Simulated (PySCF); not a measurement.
**Calculated NMR parameters of CC(=O)c1ccccn1**

| Quantity | Value |
| --- | --- |
| Formula | C7H7NO |
| SMILES | CC(=O)c1ccccn1 |
| Point group of the computed structure | Cs |
| Degrees of unsaturation | 5 |
| Carbon signals | 7 |
| Proton signals | 5 |

Bonds (- single, = double, # triple, : aromatic): C1-C2, C2=O3, C2-C4, C4:C5, C5:C6, C6:C7, C7:C8, C8:N9, N9:C4. C1 carries H10, H11, H12; C5 carries H13; C6 carries H14; C7 carries H15; C8 carries H16.

- σ from GIAO-PBE0/pcSseg-1
- GFN2-xTB geometry
- code: PySCF
- non-relativistic Hamiltonian, one computed conformer, averaged over atoms made equivalent by symmetry, fast rotation or ring inversion, isolated molecule

References, each an isolated molecule treated in the same way: TMS for ¹H, ¹³C; ¹⁵N against NH3; ¹⁷O vs H2O.

| carbon | δC, type | δH (multiplicity) | HMBC from (2–3 bonds) | span of the C tensor (ppm) |
| --- | --- | --- | --- | --- |
| C1 | 30.0, CH3 | 2.90 (s) | – | 45 |
| C2 | 205.7, C | – | H13, H10/H11/H12 | 204 |
| C4 | 157.3, C | – | H16, H13, H14, H10/H11/H12 | 214 |
| C5 | 127.8, CH | 8.46 (d) | H14, H15 | 241 |
| C6 | 142.8, CH | 8.14 (m) | H16, H13, H15 | 252 |
| C7 | 132.5, CH | 7.57 (m) | H16, H13, H14 | 238 |
| C8 | 154.2, CH | 8.98 (d) | H14, H15 | 222 |

Other nuclei:
```
atoms  nucleus                  environment  δ (ppm)  σ (ppm)
   N9      ¹⁵N  pyridine-type ring nitrogen    354.5    -86.8
   O3      ¹⁷O                ketone oxygen    651.5   -315.4
```

- Carbon types of the structure: 2 × C, 4 × CH, 1 × CH3, which accounts for all hydrogens.
- δC 205.7: ketone carbonyl carbon; low-lying n→π* states of the double bond to the heteroatom give a large paramagnetic term (-265 ppm).
- δC 157.3: substituted aromatic carbon next to a ring nitrogen.
- δC 154.2: aromatic CH next to a ring nitrogen; the adjacent pyridine-type nitrogen withdraws density from it.
- δC 142.8, 132.5, 127.8: aromatic CH.
- δH 8.98: hydrogen on an aromatic CH next to a ring nitrogen; ring current plus the neighbouring ring nitrogen.

Shifts are as computed. Against solution values, carbons near 30 ppm lie about +3 ppm off and those near 130 ppm about +5 ppm. Of 1211 compounds with measured shifts, 218 miss one by over three times the rms of a fit or turn the order of signals round; such compounds aren't used in these exercises. Unscaled 17O shifts of doubly bonded oxygen tend to come out too high, by tens of ppm or more. Experimental scales use liquid or dissolved standards, which lie at an offset from isolated NH3 (liquid NH3: subtract about 20 ppm) and H2O (liquid H2O: subtract about 36 ppm). Unscaled 15N shifts of sp2 nitrogen come out 20 to 40 ppm too high even then. No couplings were computed; multiplicities are counted from neighbouring protons, with m where these are inequivalent, close in shift, in a saturated or five-membered ring or joined by F or P, and br s for small geminal =CH2 splittings.
